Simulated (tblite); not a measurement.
Compound: C4H7F2OSi (doublet state).
Numbering: `[F:1][CH2:2][C@H:3]1[CH2:4][O:5][SiH2:6][C:7]1[F:8]` (hydrogens: H9, H10 on C2; H11 on C3; H12, H13 on C4; H14, H15 on Si6)

Computed with GFN2-xTB (tblite), gas phase: L-BFGS steps from a force-field or distance-geometry start until the largest atomic force falls under 0.01 eV/Å.

Step 7: E = -744.6418 eV
```
atom  x, y, z in Å  |  force x, y, z in eV/Å
F1     -2.3685   -1.2393    0.6192   -0.007   0.113   0.099
C2     -1.9352   -0.1557   -0.1113   -0.057   0.005  -0.015
C3     -0.4202   -0.0127    0.0468   -0.240   0.182   0.085
C4      0.4036   -1.2425   -0.3609    0.099  -0.022   0.124
O5      1.6969   -0.8521   -0.7560    0.366   0.526   0.207
Si6     2.0298    0.7599   -0.6137   -0.055  -0.092  -0.215
C7      0.2104    1.1691   -0.6238   -0.348  -0.150  -0.002
F8     -0.3773    2.3469   -0.3236    0.000   0.097  -0.126
H9     -2.4589    0.7379    0.2800    0.181  -0.326  -0.148
H10    -2.2491   -0.3659   -1.1398    0.156   0.153  -0.046
H11    -0.2360    0.1710    1.1165   -0.179  -0.225   0.185
H12     0.4768   -1.9318    0.4957    0.060   0.073  -0.238
H13    -0.0201   -1.7849   -1.2050   -0.274   0.013  -0.070
H14     2.4247    1.0947    0.7584    0.441  -0.031  -0.020
H15     2.8187    1.3136   -1.7100   -0.143  -0.316   0.180
```

Step 8: E = -744.6785 eV
```
atom  x, y, z in Å  |  force x, y, z in eV/Å
F1     -2.3851   -1.2387    0.6220    0.036   0.134   0.011
C2     -1.9444   -0.1586   -0.1123   -0.004   0.025   0.013
C3     -0.4237   -0.0094    0.0693   -0.262   0.081  -0.029
C4      0.4107   -1.2349   -0.3630    0.054   0.051   0.148
O5      1.7101   -0.8491   -0.7517    0.155   0.629   0.224
Si6     2.0329    0.7673   -0.6156    0.010  -0.052  -0.151
C7      0.2066    1.1712   -0.6037   -0.199  -0.170   0.071
F8     -0.3911    2.3543   -0.3483    0.018   0.038  -0.103
H9     -2.4813    0.7314    0.2737    0.254  -0.321  -0.160
H10    -2.2548   -0.3661   -1.1478    0.251   0.135   0.114
H11    -0.2548    0.1548    1.1515   -0.175  -0.223  -0.066
H12     0.4869   -1.9322    0.4800    0.050  -0.021  -0.111
H13    -0.0155   -1.7697   -1.2119   -0.263   0.067  -0.055
H14     2.4661    1.0940    0.7593    0.333  -0.050  -0.212
H15     2.8329    1.2939   -1.7290   -0.258  -0.321   0.305
```

Step 9: E = -744.7104 eV
```
atom  x, y, z in Å  |  force x, y, z in eV/Å
F1     -2.3982   -1.2359    0.6255    0.044   0.082  -0.049
C2     -1.9515   -0.1622   -0.1133    0.076   0.003   0.021
C3     -0.4304   -0.0065    0.0881   -0.167  -0.053  -0.109
C4      0.4177   -1.2265   -0.3644   -0.021   0.102   0.113
O5      1.7232   -0.8384   -0.7429   -0.123   0.475   0.202
Si6     2.0336    0.7751   -0.6178    0.012   0.072   0.002
C7      0.1988    1.1708   -0.5873   -0.005  -0.101   0.121
F8     -0.4017    2.3610   -0.3707    0.017  -0.036  -0.079
H9     -2.4952    0.7211    0.2659    0.224  -0.176  -0.115
H10    -2.2547   -0.3632   -1.1540    0.287   0.076   0.182
H11    -0.2742    0.1368    1.1804   -0.159  -0.190  -0.249
H12     0.4967   -1.9328    0.4646    0.045  -0.099   0.009
H13    -0.0169   -1.7553   -1.2175   -0.167   0.154  -0.004
H14     2.5078    1.0924    0.7557    0.222  -0.043  -0.347
H15     2.8405    1.2716   -1.7400   -0.285  -0.265   0.303
```

**Question.** Estimate the geometry and energy of step 10. (The exact step hangs on the optimiser's Hessian estimate; all steps are aligned on step 9, rigid shifts and turns removed.)

**Answer.** E = -744.7382 eV, largest force 0.400 eV/Å
```
atom  x, y, z in Å  |  force x, y, z in eV/Å
F1     -2.4073   -1.2323    0.6281    0.031  -0.011  -0.071
C2     -1.9549   -0.1656   -0.1138    0.135  -0.040   0.011
C3     -0.4386   -0.0053    0.1009    0.001  -0.149  -0.131
C4      0.4225   -1.2183   -0.3642   -0.097   0.099   0.062
O5      1.7310   -0.8220   -0.7313   -0.339   0.148   0.148
Si6     2.0329    0.7837   -0.6186   -0.052   0.211   0.181
C7      0.1914    1.1691   -0.5734    0.146   0.016   0.135
F8     -0.4091    2.3654   -0.3896   -0.005  -0.094  -0.052
H9     -2.5011    0.7098    0.2577    0.130   0.042  -0.037
H10    -2.2485   -0.3590   -1.1565    0.264  -0.005   0.136
H11    -0.2926    0.1187    1.1985   -0.126  -0.136  -0.312
H12     0.5053   -1.9348    0.4521    0.034  -0.130   0.081
H13    -0.0218   -1.7408   -1.2211   -0.045   0.220   0.044
H14     2.5456    1.0904    0.7460    0.146  -0.009  -0.372
H15     2.8407    1.2489   -1.7425   -0.223  -0.162   0.178
```

The energy changes by -0.0278 eV. The first-order estimate −F·Δx gives -0.0387 eV and the mean of the old and new forces, exact on a quadratic surface, -0.0278 eV. The step makes an angle of 62° with the force vector and moves no atom by more than 0.039 Å.

The cost below is that of the whole relaxation. On one thread of an Arm Neoverse V1, no GPU (shared host), this took 0.69 s.
